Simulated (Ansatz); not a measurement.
C2H8ClGeNO (`C[O][Ge]([CH3])([NH2])[Cl]`) at its PBE0-D4/def2-TZVP geometry, where that method's forces vanish. Charge 0, multiplicity 1.

```xyz
14

C    -0.4814    1.6015    1.4686
O     0.2023    0.3803    1.3043
Ge    0.4690   -0.2917   -0.3039
C    -1.1416   -0.8122   -1.2329
N     1.5874   -1.6781    0.0236
Cl    1.3879    1.2975   -1.4859
H    -0.4810    1.8411    2.5339
H     0.0071    2.4194    0.9278
H    -1.5247    1.5373    1.1344
H    -1.6714   -1.5625   -0.6456
H    -0.8861   -1.2283   -2.2078
H    -1.7805    0.0579   -1.3825
H     1.9787   -2.1157   -0.7986
H     2.3343   -1.4465    0.6646
```

What forces (eV/Å) does ωB97M-V/def2-TZVPP give on these atoms in Ansatz? (An estimate is asked.)

Ansatz gave: 
```
C1  -0.149  0.288  0.062
O2   0.120 -0.195 -0.022
Ge3 -0.070 -0.017 -0.042
C4  -0.014  0.001  0.000
N5   0.048  0.015 -0.023
Cl6 -0.010 -0.013  0.021
H7  -0.008 -0.008 -0.099
H8  -0.038 -0.069  0.044
H9   0.084 -0.002  0.021
H10  0.033  0.055 -0.049
H11 -0.021  0.029  0.067
H12  0.037 -0.060  0.005
H13  0.003 -0.001  0.036
H14 -0.017 -0.021 -0.021
```
